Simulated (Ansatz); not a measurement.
`[BH2][GeH2][Cl]` + CH₃SH → `BSC` + `[Cl][GeH3]` at 400 K and 1 bar (cleavage of the B–Ge bond).

Calculated with Ansatz (gas phase, PBE0-D4/def2-TZVP geometries, no zero-point term in ΔE). CCSD(T)/CBS adds triple-zeta CCSD(T) − MP2 to the extrapolated MP2 energy (def2 sets, frozen cores). This one scheme is used for every species. For Ge outer-core shells are correlated without core-valence functions, which leaves a few kJ/mol of doubt a bond. Scalar relativity is left out up to krypton.

```tsv
species	CCSD(T)/CBS energy (Eh)	H − E (kJ/mol)	S (J/(mol·K))
`[BH2][GeH2][Cl]`	-2563.08808	122.6	343.4
CH₃SH	-438.22835	138.7	269.4
`BSC`	-463.64092	179.8	310.4
`[Cl][GeH3]`	-2537.71925	82.5	281.4
```

H − E and S are ideal-gas, rigid-rotor, harmonic terms from PBE0-D4/def2-TZVP. 1 Eh = 2625.50 kJ/mol, R = 8.31446 J/(mol·K).

Task: By hand: ΔE, ΔH, ΔS and ΔG.

Result: ΔE = (-463.64092) + (-2537.71925) − (-2563.08808) − (-438.22835) = -0.04374 Eh = -114.8 kJ/mol. Δ(H − E) = 179.8 + 82.5 − 122.6 − 138.7 = 1.0, so ΔH = -113.8 kJ/mol. ΔS = 310.4 + 281.4 − 343.4 − 269.4 = -21.0 J/(mol·K). ΔG = -113.8 − 400 × (-21.0)/1000 = -105.4 kJ/mol.

Task: By hand: the equilibrium constant, and the temperature at which ΔG would vanish if ΔH and ΔS stayed fixed.

Result: log₁₀ K = −ΔG/(RT ln 10) = 13.8. ΔG = 0 at ΔH/ΔS = 5419 K, far beyond where these terms or the molecules hold.

ΔH outweighs TΔS. A doubt of 5 kJ/mol in ΔE shifts log₁₀ K by 0.7 here. These are equilibria of isolated gas molecules and say nothing of rates. Largest T1 diagnostic: 0.014 (customary marks: 0.02 for closed shells, 0.045 for open ones).
